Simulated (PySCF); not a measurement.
Cl4H2Si2, SMILES Cl[SiH2][Si](Cl)(Cl)Cl.

The structure is a stationary point at ωB97X-D3(BJ)/def2-SVP. One conformer was computed; it need not be the lowest.

Level of theory: ωB97X-D3(BJ)/def2-SVP in PySCF 2.14.0.

Frequencies are harmonic and unscaled.

Q: List the normal modes with their intensities. (Estimate from the structure and the level; the computed values follow.)

A: 
| mode | ν (cm⁻¹) | IR (km/mol) | Raman (Å⁴/amu) | depolarisation | moving atoms (share of kinetic energy) |
|---|---|---|---|---|---|
| 1 | 33 | 1.0 | 0.4 | 0.75 | Cl 77 %, Si 17 % |
| 2 | 55 | 1.4 | 0.1 | 0.61 | Cl 94 % |
| 3 | 100 | 0.1 | 1.0 | 0.75 | Cl 50 %, Si 34 %, H 16 % |
| 4 | 135 | 0.4 | 3.4 | 0.66 | Cl 87 %, Si 12 % |
| 5 | 177 | 4.4 | 2.4 | 0.75 | Cl 84 %, Si 13 % |
| 6 | 187 | 8.0 | 3.3 | 0.64 | Cl 75 %, Si 24 % |
| 7 | 221 | 24.0 | 3.3 | 0.75 | Cl 53 %, Si 45 % |
| 8 | 388 | 8.4 | 15.2 | 0.02 | Cl 64 %, Si 33 % |
| 9 | 499 | 31.6 | 6.3 | 0.75 | H 75 %, Si 18 % |
| 10 | 554 | 110.2 | 2.7 | 0.35 | Si 56 %, Cl 41 % |
| 11 | 604 | 64.2 | 8.3 | 0.59 | Si 66 %, Cl 26 %, H 8 % |
| 12 | 629 | 110.7 | 2.0 | 0.75 | Si 61 %, Cl 30 %, H 9 % |
| 13 | 630 | 161.5 | 1.7 | 0.51 | Si 67 %, Cl 32 % |
| 14 | 701 | 26.6 | 14.9 | 0.75 | H 91 % |
| 15 | 841 | 190.8 | 6.6 | 0.73 | H 83 %, Si 16 % |
| 16 | 947 | 103.8 | 15.7 | 0.70 | H 95 % |
| 17 | 2282 | 67.2 | 211.7 | 0.07 | H 98 % |
| 18 | 2293 | 77.4 | 105.5 | 0.75 | H 96 % |
